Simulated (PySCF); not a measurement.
# Correlation energy of Sn+ (tin, charge +1)

Starting occupation: [Kr] 4d10 5s2 5p1, 5p1/2 with m_j = +1/2. Computed with PySCF 2.14 in x2c-TZVPPall-2c with one added diffuse shell each of s, p, d, f type (9s10p6d3f, 90 functions), with X2C-1e with screened-nucleus spin-orbit coupling, Gaussian nucleus. Frozen: [Kr]; 13 electrons correlated; the 14 highest virtual spinors left out.

MP2 pair energies summed by pair of shells (mhartree):

```tsv
pair	energy	share (%)
4d3/2-4d5/2	-82.26	29.6
4d5/2-4d5/2	-59.95	21.6
4d5/2-5s1/2	-38.61	13.9
4d3/2-4d3/2	-25.22	9.1
4d3/2-5s1/2	-25.09	9.0
5s1/2-5s1/2	-17.75	6.4
5p1/2-5s1/2	-12.84	4.6
4d5/2-5p1/2	-9.68	3.5
4d3/2-5p1/2	-6.60	2.4
```

Total MP2 correlation energy: -278.00 mhartree.

The virtual space was cut to 110 spinors, which keep -278.00 of the -278.00 mhartree of MP2 correlation.

```tsv
level	correlation energy (mhartree)
CCSD	-273.09
(T)	-5.61
CCSD(T)	-278.70
```

Diagnostics: T1 = 0.019, largest double amplitude 0.076.

Task: Is a single reference adequate?

Result: Mostly. T1 lies below 0.03, but a double amplitude of this size points to a near-degeneracy that CCSD handles and MP2 describes poorly.

This basis was not built for core-valence correlation, so the inner-shell part is incomplete.
